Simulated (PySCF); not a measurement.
C2H6FNOSi, SMILES C(=C\F)/O[SiH2]N. Coordinates come from a PBE0-D3(BJ)/def2-SVP optimisation. The structure was generated by enumeration; whether it is a known compound was not checked. One conformer was computed; it need not be the lowest.

Computed equilibrium geometry at PBE0-D3(BJ)/def2-SVP (PySCF confirms it by a frequency run) as bond lengths and angles (one conformer of several):
Atoms: N1 Si2 O3 C4 C5 F6 H7 H8 H9 H10 H11 H12. Bond lengths (Å): N1–Si2 1.712, N1–H7 1.012, N1–H8 1.012, Si2–O3 1.687, Si2–H9 1.483, Si2–H10 1.490, O3–C4 1.349, C4–C5 1.333, C4–H11 1.098, C5–F6 1.335, C5–H12 1.093. Bond angles (°): Si2–N1–H7 123.5, Si2–N1–H8 122.4, H7–N1–H8 112.4, N1–Si2–O3 113.8, N1–Si2–H9 111.8, N1–Si2–H10 106.2, O3–Si2–H9 102.4, O3–Si2–H10 109.4, H9–Si2–H10 113.4, Si2–O3–C4 124.4, O3–C4–C5 121.9, O3–C4–H11 118.1, C5–C4–H11 120.0, C4–C5–F6 120.9, C4–C5–H12 124.4, F6–C5–H12 114.7.
